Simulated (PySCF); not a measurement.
Cl2Mn (SMILES [Cl][Mn][Cl]), sextet, at a GFN2-xTB geometry (such geometries of metal compounds can be far from the true shape); SVWN5/pcseg-1 (PySCF).

The PySCF input:
```python
from pyscf import gto, scf, dft

mol = gto.M(
    atom='''
Mn    0.000000    0.000000    0.000000
Cl    0.000000    0.000000    1.976145
Cl   -0.000000   -0.000000   -1.976145
''',
    basis='pcseg-1',
    charge=0,
    spin=5,
    verbose=4,
)

mf = dft.UKS(mol)
mf.xc = 'lda,vwn'
mf.init_guess = 'atom'
mf.kernel()
mf.analyze()
```

The log (banner, timings and long lists left out):

```
PySCF version 2.14.0

[INPUT] verbose = 4
[INPUT] num. atoms = 3
[INPUT] num. electrons = 59
[INPUT] charge = 0
[INPUT] spin (= nelec alpha-beta = 2S) = 5
[INPUT] symmetry False subgroup None
[INPUT] Mole.unit = angstrom
[INPUT] Symbol           X                Y                Z      unit          X                Y                Z       unit  Magmom
[INPUT]  1 Mn     0.000000000000   0.000000000000   0.000000000000 AA    0.000000000000   0.000000000000   0.000000000000 Bohr   0.0
[INPUT]  2 Cl     0.000000000000   0.000000000000   1.976145000000 AA    0.000000000000   0.000000000000   3.734372832429 Bohr   0.0
[INPUT]  3 Cl     0.000000000000   0.000000000000  -1.976145000000 AA    0.000000000000   0.000000000000  -3.734372832429 Bohr   0.0

nuclear repulsion = 266.30977800715
number of shells = 10
number of NR pGTOs = 169
number of NR cGTOs = 67
basis = pcseg-1
ecp = {}

******** <class 'pyscf.dft.uks.UKS'> ********
method = UKS
initial guess = atom
damping factor = 0
level_shift factor = 0
DIIS = <class 'pyscf.scf.diis.CDIIS'>
diis_start_cycle = 1
diis_space = 8
diis_damp = 0
SCF conv_tol = 1e-09
SCF conv_tol_grad = None
SCF max_cycles = 50
direct_scf = True
direct_scf_tol = 1e-13
number electrons alpha = 32  beta = 27
XC library pyscf.dft.libxc version 7.1.2
    S. Lehtola, C. Steigemann, M. J. T. Oliveira, and M. A. L. Marques,  SoftwareX 7, 1–5 (2018)
XC functionals = lda,vwn
    P. A. M. Dirac,  Math. Proc. Cambridge Philos. Soc. 26, 376 (1930)
    F. Bloch,  Z. Phys. 57, 545 (1929)
    S. H. Vosko, L. Wilk, and M. Nusair,  Can. J. Phys. 58, 1200 (1980)
radial grids:
    Treutler-Ahlrichs [JCP 102, 346 (1995); DOI:10.1063/1.469408] (M4) radial grids

becke partition: Becke, JCP 88, 2547 (1988); DOI:10.1063/1.454033
pruning grids: <function nwchem_prune>
grids dens level: 3
symmetrized grids: False
atomic radii adjust function: <function treutler_atomic_radii_adjust>
small_rho_cutoff = 0
Set gradient conv threshold to 3.16228e-05
Spherically averaged atomic HF for {'Mn', 'Cl'}

******** <class 'pyscf.scf.atom_hf.AtomSphAverageRHF'> ********
method = AtomSphAverageRHF
initial guess = minao
damping factor = 0
level_shift factor = 0
DIIS = <class 'pyscf.scf.diis.CDIIS'>
diis_start_cycle = 1
diis_space = 8
diis_damp = 0
SCF conv_tol = 1e-09
SCF conv_tol_grad = None
SCF max_cycles = 50
direct_scf = True
direct_scf_tol = 1e-13
atom = Mn
Set gradient conv threshold to 3.16228e-05
Initial guess from minao.
init E= -1147.85679797732
cycle= 1 E= -1147.17606779694  delta_E= 0.681  |g|=    0  |ddm|= 2.32
cycle= 2 E= -1147.42807845339  delta_E= -0.252  |g|=    0  |ddm|= 2.79
cycle= 3 E= -1148.54574609618  delta_E= -1.12  |g|=    0  |ddm|= 1.71
cycle= 4 E= -1148.56931624437  delta_E= -0.0236  |g|=    0  |ddm|= 0.137
cycle= 5 E= -1148.57191144759  delta_E= -0.0026  |g|=    0  |ddm|= 0.0654
cycle= 6 E= -1148.57191358993  delta_E= -2.14e-06  |g|=    0  |ddm|= 0.00161
cycle= 7 E= -1148.57191362983  delta_E= -3.99e-08  |g|=    0  |ddm|= 0.000262
cycle= 8 E= -1148.5719136299  delta_E= -6.64e-11  |g|=    0  |ddm|= 1.02e-05
Extra cycle  E= -1148.5719136299  delta_E= 6.82e-13  |g|=    0  |ddm|= 4.49e-07
Atomic HF for atom  Mn  converged. SCF energy = -1148.5719136299

******** <class 'pyscf.scf.atom_hf.AtomSphAverageRHF'> ********
method = AtomSphAverageRHF
initial guess = minao
damping factor = 0
level_shift factor = 0
DIIS = <class 'pyscf.scf.diis.CDIIS'>
diis_start_cycle = 1
diis_space = 8
diis_damp = 0
SCF conv_tol = 1e-09
SCF conv_tol_grad = None
SCF max_cycles = 50
direct_scf = True
direct_scf_tol = 1e-13
atom = Cl
Set gradient conv threshold to 3.16228e-05
Initial guess from minao.
init E= -459.210835520271
cycle= 1 E= -459.234083902423  delta_E= -0.0232  |g|=    0  |ddm|= 0.115
cycle= 2 E= -459.234129414119  delta_E= -4.55e-05  |g|=    0  |ddm|= 0.0267
cycle= 3 E= -459.234132518135  delta_E= -3.1e-06  |g|=    0  |ddm|= 0.00508
cycle= 4 E= -459.23413252338  delta_E= -5.24e-09  |g|=    0  |ddm|= 0.000331
cycle= 5 E= -459.234132523475  delta_E= -9.56e-11  |g|=    0  |ddm|= 5.23e-05
Extra cycle  E= -459.234132523475  delta_E= 1.14e-13  |g|=    0  |ddm|= 1.34e-07
Atomic HF for atom  Cl  converged. SCF energy = -459.234132523475

tot grids = 58664
init E= -2066.15573936275

cycle= 1 E= -2065.32292825278  delta_E= 0.833  |g|= 1.21  |ddm|= 2.04

cycle= 2 E= -2052.59288252725  delta_E= 12.7  |g|= 3.91  |ddm|= 5.65
cycle= 3 E= -2065.92567487122  delta_E= -13.3  |g|= 0.529  |ddm|= 5.21
cycle= 4 E= -2066.04877609761  delta_E= -0.123  |g|= 0.189  |ddm|= 0.451
cycle= 5 E= -2066.06293488931  delta_E= -0.0142  |g|= 0.0769  |ddm|= 0.218
cycle= 6 E= -2066.06648319914  delta_E= -0.00355  |g|= 0.018  |ddm|= 0.126
cycle= 7 E= -2066.06664537274  delta_E= -0.000162  |g|= 0.00351  |ddm|= 0.0171
cycle= 8 E= -2066.06665156698  delta_E= -6.19e-06  |g|= 0.000465  |ddm|= 0.0041
cycle= 9 E= -2066.06665168505  delta_E= -1.18e-07  |g|= 8.36e-05  |ddm|= 0.000612
cycle= 10 E= -2066.06665168915  delta_E= -4.09e-09  |g|= 5.71e-06  |ddm|= 0.000116
cycle= 11 E= -2066.06665168915  delta_E= -6.82e-12  |g|= 9.28e-07  |ddm|= 5.95e-06
Extra cycle  E= -2066.06665168914  delta_E= 1.14e-11  |g|= 3.44e-06  |ddm|= 4.82e-06
converged SCF energy = -2066.06665168914  <S^2> = 8.7587366  2S+1 = 6.0029115
**** SCF Summaries ****
Total Energy =                       -2066.066651689141509
Nuclear Repulsion Energy =             266.309778007150271
One-electron Energy =                -3388.521338037772693
Two-electron Energy =                 1056.144908341480914
Two-electron Coulomb Energy =         1159.606105029029777
DFT Exchange-Correlation Energy =     -103.461196687548792
**** MO energy ****
                             alpha | beta                alpha | beta
MO #1   energy= -233.557274256343  | -233.555128795028  occ= 1 | 1
MO #2   energy= -100.270313962245  | -100.269267706192  occ= 1 | 1
MO #3   energy= -100.270308634083  | -100.269262387055  occ= 1 | 1
MO #4   energy= -26.8085658922291  | -26.7359758783695  occ= 1 | 1
MO #5   energy= -23.0192695828645  | -22.9615151715325  occ= 1 | 1
MO #6   energy= -23.0192695828645  | -22.9615151715324  occ= 1 | 1
MO #7   energy= -23.012155523983   | -22.9595417582451  occ= 1 | 1
MO #8   energy= -9.12786862693516  | -9.12674458154778  occ= 1 | 1
MO #9   energy= -9.12786752640408  | -9.1267425254529   occ= 1 | 1
MO #10  energy= -6.98510012640151  | -6.98457024487265  occ= 1 | 1
MO #11  energy= -6.98507129011531  | -6.98454100462476  occ= 1 | 1
MO #12  energy= -6.9834298050508   | -6.98160290772825  occ= 1 | 1
MO #13  energy= -6.98342980505077  | -6.98160290772823  occ= 1 | 1
MO #14  energy= -6.98342825123357  | -6.98160124825633  occ= 1 | 1
MO #15  energy= -6.98342825123354  | -6.98160124825631  occ= 1 | 1
MO #16  energy= -3.09691602474959  | -2.9414412148663   occ= 1 | 1
MO #17  energy= -2.02663166229183  | -1.88164496675489  occ= 1 | 1
MO #18  energy= -2.02663166229182  | -1.87024430251991  occ= 1 | 1
MO #19  energy= -2.02528429045117  | -1.8702443025199   occ= 1 | 1
MO #20  energy= -0.761935775973153 | -0.752482056046359 occ= 1 | 1
MO #21  energy= -0.740139667917305 | -0.732775399989324 occ= 1 | 1
MO #22  energy= -0.413512044258576 | -0.381899543488187 occ= 1 | 1
MO #23  energy= -0.37127541451284  | -0.329117130827585 occ= 1 | 1
MO #24  energy= -0.371275414512835 | -0.329117130827583 occ= 1 | 1
MO #25  energy= -0.326714876584956 | -0.318005464996624 occ= 1 | 1
MO #26  energy= -0.317754063669422 | -0.308392796311479 occ= 1 | 1
MO #27  energy= -0.317754063669417 | -0.308392796311473 occ= 1 | 1
MO #28  energy= -0.30901175653233  | -0.173807755922745 occ= 1 | 0
MO #29  energy= -0.309011158297214 | -0.166784859789918 occ= 1 | 0
MO #30  energy= -0.268089116886503 | -0.166784476246483 occ= 1 | 0
MO #31  energy= -0.239850161322474 | -0.144932961056474 occ= 1 | 0
MO #32  energy= -0.239850161322471 | -0.144932961056471 occ= 1 | 0
MO #33  energy= -0.0346650640620645 | 0.00120162721482497 occ= 0 | 0
MO #34  energy= -0.00804371901086057 | 0.0372539529253039 occ= 0 | 0
MO #35  energy= -0.00804371901085667 | 0.0372539529253084 occ= 0 | 0
MO #36  energy= 0.108533790176157  | 0.147330932723917  occ= 0 | 0
MO #37  energy= 0.176904525227866  | 0.189967021699148  occ= 0 | 0
MO #38  energy= 0.268716444976114  | 0.285705532149028  occ= 0 | 0
MO #39  energy= 0.315983579695743  | 0.321589032740492  occ= 0 | 0
MO #40  energy= 0.315983579695749  | 0.321589032740496  occ= 0 | 0

To work with the spin densities directly, `use mulliken_meta_spin()` only printing them here.

 ** Mulliken spin pop alpha/beta on meta-lowdin orthogonal AOs **
 ** Mulliken Spin Density (per AO)  **
spin_pop of  0 Mn 1s        0.00000
spin_pop of  0 Mn 2s        0.00000
spin_pop of  0 Mn 3s        0.00016
spin_pop of  0 Mn 4s        0.30851
spin_pop of  0 Mn 5s        0.00477
spin_pop of  0 Mn 2px      -0.00000
spin_pop of  0 Mn 2py      -0.00000
spin_pop of  0 Mn 2pz      -0.00000
spin_pop of  0 Mn 3px       0.00006
spin_pop of  0 Mn 3py       0.00006
spin_pop of  0 Mn 3pz       0.00009
spin_pop of  0 Mn 4px       0.00631
spin_pop of  0 Mn 4py       0.00631
spin_pop of  0 Mn 4pz       0.00210
spin_pop of  0 Mn 3dxy      0.99882
spin_pop of  0 Mn 3dyz      0.80083
spin_pop of  0 Mn 3dz^2     0.65871
spin_pop of  0 Mn 3dxz      0.80083
spin_pop of  0 Mn 3dx2-y2    0.99882
spin_pop of  0 Mn 4dxy      0.00095
spin_pop of  0 Mn 4dyz     -0.00125
spin_pop of  0 Mn 4dz^2     0.00024
spin_pop of  0 Mn 4dxz     -0.00125
spin_pop of  0 Mn 4dx2-y2    0.00095
spin_pop of  0 Mn 4f-3      0.00000
spin_pop of  0 Mn 4f-2      0.00000
spin_pop of  0 Mn 4f-1     -0.00000
spin_pop of  0 Mn 4f+0     -0.00002
spin_pop of  0 Mn 4f+1     -0.00000
spin_pop of  0 Mn 4f+2     -0.00000
spin_pop of  0 Mn 4f+3      0.00000
spin_pop of  1 Cl 1s       -0.00000
spin_pop of  1 Cl 2s        0.00000
spin_pop of  1 Cl 3s        0.00081
spin_pop of  1 Cl 4s        0.00031
spin_pop of  1 Cl 2px       0.00001
spin_pop of  1 Cl 2py       0.00001
spin_pop of  1 Cl 2pz      -0.00000
spin_pop of  1 Cl 3px       0.09549
spin_pop of  1 Cl 3py       0.09549
spin_pop of  1 Cl 3pz       0.00980
spin_pop of  1 Cl 4px       0.00086
spin_pop of  1 Cl 4py       0.00086
spin_pop of  1 Cl 4pz       0.00124
spin_pop of  1 Cl 3dxy      0.00011
spin_pop of  1 Cl 3dyz      0.00066
spin_pop of  1 Cl 3dz^2     0.00056
spin_pop of  1 Cl 3dxz      0.00066
spin_pop of  1 Cl 3dx2-y2    0.00011
spin_pop of  2 Cl 1s       -0.00000
spin_pop of  2 Cl 2s        0.00000
spin_pop of  2 Cl 3s        0.00081
spin_pop of  2 Cl 4s        0.00031
spin_pop of  2 Cl 2px       0.00001
spin_pop of  2 Cl 2py       0.00001
spin_pop of  2 Cl 2pz      -0.00000
spin_pop of  2 Cl 3px       0.09549
spin_pop of  2 Cl 3py       0.09549
spin_pop of  2 Cl 3pz       0.00980
spin_pop of  2 Cl 4px       0.00086
spin_pop of  2 Cl 4py       0.00086
spin_pop of  2 Cl 4pz       0.00124
spin_pop of  2 Cl 3dxy      0.00011
spin_pop of  2 Cl 3dyz      0.00066
spin_pop of  2 Cl 3dz^2     0.00056
spin_pop of  2 Cl 3dxz      0.00066
spin_pop of  2 Cl 3dx2-y2    0.00011
 ** Mulliken Spin Density (per atom)  **
spin density of  0 Mn =      4.58601
spin density of  1 Cl =      0.20699
spin density of  2 Cl =      0.20699
 ** Mulliken pop alpha/beta on meta-lowdin orthogonal AOs **
 ** Mulliken pop       alpha | beta **
In total            32.00000 | 27.00000
 ** Mulliken atomic charges   ( Nelec_alpha | Nelec_beta ) **
charge of  0Mn =      0.95126  (    14.31738      9.73137 )
charge of  1Cl =     -0.47563  (     8.84131      8.63432 )
charge of  2Cl =     -0.47563  (     8.84131      8.63432 )
Dipole moment(X, Y, Z, Debye): -0.00000,  0.00000, -0.00000
```
